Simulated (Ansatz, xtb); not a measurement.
# Relative energy of two isomers of C4H9BOSi

We compare a, `BO[SiH](C=C)C=C`, a singlet, with b, `C=CB(C=C)O[SiH3]`, a singlet. Both are isolated molecules in the gas phase, relaxed with B3LYP/def2-SVP; each stands in its lowest conformer found.

Task: Which of the two would you expect CCSD(T)/def2-SVP + ΔMP2/def2-TZVPP electronic energies to favour?

Result: Structure b; the calculation gives E(b) − E(a) = −29.3 kJ/mol.

Level by level:

```csv
level,geometry,E(b) − E(a) (kJ/mol),departure from the last row (kJ/mol),"job, with rough time for the two"
GFN2-xTB,GFN2-xTB,−43.6,−14.4,"optimisation, 0.6 s"
HF/STO-3G,GFN2-xTB,−8.6,+20.6,"single point, 0.4 s"
r2SCAN-D4/def2-SVP,GFN2-xTB,−46.3,−17.0,"single point, 4.2 s"
B3LYP/def2-SVP,B3LYP/def2-SVP,−45.3,−16.1,"optimisation, 1.8 min"
HF/def2-SVP,B3LYP/def2-SVP,−42.2,−12.9,part of the CCSD(T) run
MP2/def2-SVP,B3LYP/def2-SVP,−39.3,−10.0,part of the CCSD(T) run
CCSD(T)/def2-SVP,B3LYP/def2-SVP,−40.4,−11.2,single point
CCSD(T)/def2-SVP + ΔMP2/def2-TZVPP,B3LYP/def2-SVP,−29.3,,"single point, 78 s"
```

As drawn, b has 2 C–B, 2 Si–H in place of 2 C–Si, 2 B–H.

The levels shown agree on the order. The largest departure from CCSD(T)/def2-SVP + ΔMP2/def2-TZVPP is that of HF/STO-3G, 20.6 kJ/mol. A small imaginary or near-zero mode remains, so no thermal terms are given. The last row adds to CCSD(T) the change of the MP2 difference between the two basis sets, here +11.2 kJ/mol.

The correlated steps freeze 11 core orbitals. Codes used: Ansatz 0.2.0, xtb 6.7.1; the last row on 4 threads of Arm Neoverse V1 on a shared host.
